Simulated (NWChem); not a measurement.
System: HfNH$_{2}$F$_{3}$; SMILES [NH2][Hf]([F])([F])[F]

Here is an NWChem input.

```
start job
memory heap 200 mb stack 900 mb global 1100 mb
geometry units angstroms noautoz
  Hf    -0.003692     0.053688     0.068321
  F      1.589954     0.442392     1.053987
  F     -1.642021     0.373171     1.003866
  F      0.008817     1.096991    -1.539700
  N      0.042909    -1.906102    -0.407281
  H      0.880455    -2.457302    -0.584213
  H     -0.768507    -2.503390    -0.553758
end
basis spherical
  * library def2-svpd
end
ecp
  Hf library def2-ecp
end
dft
  xc xcamb88 1.00 lyp 0.81 vwn_5 0.19 hfexch 1.00
  cam 0.33 cam_alpha 0.19 cam_beta 0.46
  iterations 150
end
tddft
  cis
  nroots 6
  notriplet
end
task tddft energy
```

Structure relaxed at the PBE0/def2-SVP level. Not confirmed as a minimum by frequencies. def2 effective core potentials on Hf; no spin-orbit coupling.

Vertical excitations in the gas phase.

### Question
Give the results of this calculation. (CAM-B3LYP/def2-SVPD with def2 effective core potentials on Hf, TDA.) Quantities: lowest excitation, singlet (eV); oscillator strength of that lowest state; lowest state with f > 0.02, singlet (eV); oscillator strength of that bright state; orbital gap (eV).

### Answer
The lowest excitation, singlet (eV) is 5.96 and the oscillator strength of that lowest state is 0.000. The lowest state with f > 0.02, singlet (eV) is 6.38. The oscillator strength of that bright state is 0.064 and the orbital gap (eV) comes out as 9.67.
